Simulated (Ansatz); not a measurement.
Cost and result for the atomization energy of BrCdH$_{2}$N (`[NH2][Cd][Br]`) (5 atoms, 4 bonds).

The species carries charge 0 and has multiplicity 1. Correlated methods include outer-core shells of Br, Cd, which these sets cover unevenly. Scalar relativity is left out up to krypton. Cd takes the def2 core potential. The structure was optimised at the PBE0-D4/def2-TZVP level. It is one conformer, not always the lowest. Program: Ansatz. All runs use 4 threads of an Arm Neoverse V2 on a shared host. Times are those of one run each, without the atoms' runs, and a repeat can differ threefold. Electronic energies, without spin–orbit coupling; frozen cores. CCSD(T)/CBS adds CCSD(T) − MP2 in def2-TZVPP to the MP2 limit, and its time is that of the two runs behind it. T1 = 0.012. With those shells the extrapolation isn't a true limit. HSE06 is the plane-wave form, built on full-range PBE exchange.

CCSD(T)/CBS is a level of theory with its own doubt, some kJ/mol a heavy atom from the limit and from the frozen cores, so smaller differences don't rank the functionals.

```csv
level,functions,atomization (kJ/mol),difference from CCSD(T)/CBS,per bond
CCSD(T)/def2-TZVPP,163,1150.7,-61.9,-15.5
B97M-V/def2-TZVPP,163,1185.1,-27.5,-6.9
CCSD(T)/CBS(def2),–,1212.6,0.0,0.0
r2SCANh-D4/def2-TZVPP,163,1195.5,-17.1,-4.3
CAM-B3LYP-D4/def2-TZVPP,163,1203.4,-9.2,-2.3
MP2/def2-QZVPP,294,1211.9,-0.7,-0.2
revPBE-D4/def2-TZVPP,163,1183.7,-28.9,-7.2
HSE06-D4/def2-TZVPP,163,1201.6,-11.0,-2.8
PBE-D4/def2-TZVPP (with forces),163,1228.8,16.2,4.0
ωB97M-V/def2-TZVPP (with forces),163,1214.2,1.6,0.4
PBE-QIDH/def2-TZVPP,163,1188.9,-23.7,-5.9
ωB97X-V/def2-TZVPP,163,1223.4,10.8,2.7
CCSD(T)/def2-SVP,87,1091.1,-121.5,-30.4
```

(1) Order the runs by time, with rough figures. (Best estimate.)

Answers

(1) Ansatz gave: revPBE-D4/def2-TZVPP 1.1 s; PBE-D4/def2-TZVPP (with forces) 1.4 s; HSE06-D4/def2-TZVPP 1.8 s; CAM-B3LYP-D4/def2-TZVPP 1.8 s; CCSD(T)/def2-SVP 2.1 s; r2SCANh-D4/def2-TZVPP 2.9 s; PBE-QIDH/def2-TZVPP 2.9 s; ωB97X-V/def2-TZVPP 4.4 s; B97M-V/def2-TZVPP 5.5 s; ωB97M-V/def2-TZVPP (with forces) 6 s; MP2/def2-QZVPP 7 s; CCSD(T)/def2-TZVPP 18 s; CCSD(T)/CBS(def2) 25 s.

Leaving LDA and LC-ωPBE aside and taking each functional with its dispersion term where it has one, the values, not all of them listed here, spread over 83.1 kJ/mol, from BHLYP-D4 to PBE-D4. LDA lies +193.4 kJ/mol from PBE without D4, its usual overbinding. From BLYP to BHLYP (50 % exact exchange), in def2-TZVPP and without D4, the atomization energy moves by −36.2 kJ/mol: exact exchange takes away binding that semilocal exchange gives to molecules. In def2-TZVPP, CCSD(T) changes the Hartree–Fock value by +389.2 kJ/mol (the triples alone add +26.1 kJ/mol) and MP2 by +411.9 kJ/mol; breaking electron pairs costs correlation energy, which Hartree–Fock lacks.
